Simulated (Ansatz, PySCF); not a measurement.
CBr2, SMILES Br[C]Br (connectivity only; charge and spin as stated), neutral, multiplicity 1. Atoms are numbered in the order given.

```xyz
3

C      0.0000     0.0000     0.9771
Br     0.0000    -1.5598    -0.1059
Br     0.0000     1.5598    -0.1059
```
Charge 0, spin multiplicity 1.

Geometry optimised at B3LYP-D3(BJ)/def2-TZVP.

Two levels are set side by side: PBE-D3(BJ)/def2-TZVP (Ansatz, a program for electronic structure) and B3LYP-D3(BJ)/def2-TZVP (Ansatz). Each level has its own optimised geometry; the coordinates shown are those of the second. Frequencies come from the Hessian of PySCF at each geometry. Differences are taken from unrounded values.

| quantity | B3LYP-D3(BJ) |
|---|---|
| mean bond length (Å) | 1.899 |
| bond C1–Br2 (Å) | 1.899 |
| bond C1–Br3 (Å) | 1.899 |
| highest harmonic wavenumber (cm⁻¹) | 630 |
| mean harmonic wavenumber (cm⁻¹) | 471 |
| zero-point energy (kcal/mol) | 2.02 |

What does PBE-D3(BJ) give, and how far is it from B3LYP-D3(BJ)? (Estimate from the structure and the level; the computed values follow.)


```tsv
quantity	PBE-D3(BJ)	PBE-D3(BJ) minus B3LYP-D3(BJ)
mean bond length (Å)	1.908	0.009
bond C1–Br2 (Å)	1.908	0.009
bond C1–Br3 (Å)	1.908	0.009
highest harmonic wavenumber (cm⁻¹)	619	-11
mean harmonic wavenumber (cm⁻¹)	463	-8
zero-point energy (kcal/mol)	1.99	-0.03
```

Exact exchange shortens and stiffens bonds; PBE has none. Differences between two approximate levels are no errors against the true value.
